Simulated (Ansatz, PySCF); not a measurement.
NbSFCl2, SMILES [Cl][Nb]([F])(=[S])[Cl], multiplicity 1. Atoms are numbered in the order given.

```xyz
5

Nb    -0.2134    -0.0501     0.0000
S      0.7159    -1.9566     0.0000
F     -2.0406    -0.3077     0.0000
Cl     0.4583     1.0570    -1.8697
Cl     0.4583     1.0570     1.8697
```

Geometry: PBE0-D3(BJ)/def2-SVP. The spin state was assumed, not searched. The structure was generated by enumeration; whether it is a known compound was not checked. The def2 effective core potentials stand for the cores of Nb; spin–orbit coupling is left out.

Two levels are set side by side: PBE-D3(BJ)/def2-SVP (Ansatz, an electronic-structure program) and PBE0-D3(BJ)/def2-SVP (Ansatz). Each level has its own optimised geometry; the coordinates shown are those of the second. Frequencies come from the Hessian of PySCF at each geometry. Differences are taken from unrounded values.

| quantity | PBE0-D3(BJ) |
|---|---|
| mean bond length (Å) | 2.129 |
| bond Nb1–S2 (Å) | 2.121 |
| bond Nb1–F3 (Å) | 1.845 |
| bond Nb1–Cl4 (Å) | 2.274 |
| bond Nb1–Cl5 (Å) | 2.274 |
| highest harmonic wavenumber (cm⁻¹) | 728 |
| mean harmonic wavenumber (cm⁻¹) | 325 |
| zero-point energy (kcal/mol) | 4.18 |

Task: What does PBE-D3(BJ) give, and how far is it from PBE0-D3(BJ)? (Estimate from the structure and the level; the computed values follow.)

Result: 
```tsv
quantity	PBE-D3(BJ)	PBE-D3(BJ) minus PBE0-D3(BJ)
mean bond length (Å)	2.146	0.017
bond Nb1–S2 (Å)	2.147	0.026
bond Nb1–F3 (Å)	1.861	0.016
bond Nb1–Cl4 (Å)	2.288	0.014
bond Nb1–Cl5 (Å)	2.288	0.014
highest harmonic wavenumber (cm⁻¹)	703	-25
mean harmonic wavenumber (cm⁻¹)	313	-12
zero-point energy (kcal/mol)	4.02	-0.16
```

GGA bonds tend to be longer and softer than those of functionals with exact exchange. Differences between two approximate levels are no errors against the true value.
